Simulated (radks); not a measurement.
Results of a calculation; reference values are marked as such.
Problem. The mean radii <r> (bohr) of the occupied orbitals of an atom or ion are listed with their occupations. Code: a radial shooting solver on a logarithmic mesh with Libxc functionals. Model: scalar-relativistic Kohn-Sham, LB94 model potential, spin-polarised, spherical densities, finite nucleus; Fermi nuclear charge, rms radius of each element as measured or else 0.836 A^(1/3) + 0.57 fm.

| orbital | occ. | <r> |
|---|---|---|
| 1s down | 1 | 0.01742 |
| 1s up | 1 | 0.01742 |
| 2s up | 1 | 0.07350 |
| 2s down | 1 | 0.07350 |
| 2p up | 3 | 0.06611 |
| 2p down | 3 | 0.06611 |
| 3s up | 1 | 0.1902 |
| 3s down | 1 | 0.1902 |
| 3p up | 3 | 0.1909 |
| 3p down | 3 | 0.1909 |
| 3d up | 5 | 0.1729 |
| 3d down | 5 | 0.1729 |
| 4s up | 1 | 0.4237 |
| 4s down | 1 | 0.4239 |
| 4p up | 3 | 0.4509 |
| 4p down | 3 | 0.4511 |
| 4d up | 5 | 0.4781 |
| 4d down | 5 | 0.4785 |
| 5s down | 1 | 0.9570 |
| 5s up | 1 | 0.9590 |
| 4f down | 7 | 0.5290 |
| 4f up | 7 | 0.5282 |
| 5p down | 3 | 1.089 |
| 5p up | 3 | 1.092 |
| 5d up | 3 | 1.382 |

Name the element and its charge. Open shells, if any, are filled with parallel spins first.

Solution. Z = 77, iridium, charge +6: Ir6+ in [Xe] 4f14 5d3. The 1s radius gives Z: for a bare nucleus <r> = (2 gamma + 1)/(2Z) with gamma = sqrt(1 - (Z/c)^2), 0.01724 bohr for Z = 77, and screening makes it slightly larger (0.01742 here). The occupations add up to 71, and the charge is Z minus that.
